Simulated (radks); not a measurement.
Task: The mean radii <r> (bohr) of the occupied orbitals of an atom or ion are listed with their occupations. All-electron calculation, Dirac Kohn-Sham, LDA (Slater exchange, Perdew-Wang correlation), spin-unpolarised, spherical densities, finite nucleus; Fermi nuclear charge, rms radius of each element as measured or else 0.836 A^(1/3) + 0.57 fm. Program: a radial shooting solver on a logarithmic mesh with Libxc functionals.

orbital      occ.      <r>
1s1/2           2  0.02560
2s1/2           2   0.1094
2p1/2           2  0.09196
2p3/2           4  0.09796
3s1/2           2   0.2920
3p1/2           2   0.2818
3p3/2           4   0.2937
3d3/2           4   0.2645
3d5/2           6   0.2683
4s1/2           2   0.6748
4p1/2           2   0.6979
4p3/2           4   0.7257
4d3/2           4   0.7978
4d5/2           6   0.8080
5s1/2           2    1.653
5p1/2           2    1.887
5p3/2           4    1.976
4f5/2    0.428571    3.751
4f7/2    0.571429    4.289

Name the element and its charge. Open shells, if any, are shared by 2j + 1.

Result: Z = 56, barium, charge +1: Ba+ in [Xe] 4f1. The 1s radius gives Z: for a bare nucleus <r> = (2 gamma + 1)/(2Z) with gamma = sqrt(1 - (Z/c)^2), 0.02523 bohr for Z = 56, and screening makes it slightly larger (0.02560 here). The occupations add up to 55, and the charge is Z minus that.
